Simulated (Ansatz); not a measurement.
Coupled-cluster diagnostics for Sn(CF3)H3 (CH₃F₃Sn), Ansatz.

Geometry of the singlet (PBE-D4/def2-SVP):

Cartesian coordinates in Å:
```
C 0.5929 0.5980 -0.7349
F -0.1962 1.4522 -1.4343
F 1.2216 -0.1997 -1.6348
F 1.5463 1.3414 -0.1187
Sn -0.5852 -0.5903 0.7254
H 0.5112 -1.6312 1.5499
H -1.7560 -1.4883 -0.1625
H -1.3346 0.5178 1.8099
```

In the def2 sets Sn takes a core potential; there is no spin–orbit coupling. Correlated methods freeze 8 core orbitals; core or outer-core shells of Sn are correlated, in sets that lack core-valence functions. Another isomer (singlet) lies 3.59 eV lower at PBE0-D4/def2-TZVP; other spin states weren't run for this one.

(1) Estimate the CCSD(T) correlation energy, the shares of MP2 and (T), T1 and the reference's ⟨S²⟩ for: charge 0, singlet, own geometry in def2-SVP; and the rough time on 2 threads of Intel Xeon Platinum 8488C on a shared host.

Answers

(1) 
```tsv
state	basis	correlation (eV)	MP2 share (%)	(T) share (%)	T1	⟨S²⟩ (pure)	wall time
charge 0, singlet, own geometry	def2-SVP	-23.175	94.0	2.1	0.012	0.00 (0.00)	8 s
```
Customary marks for T1 are 0.02 (closed shells), 0.045 (open shells) and about 0.05 (3d metals). T1 stays under 0.02 throughout.
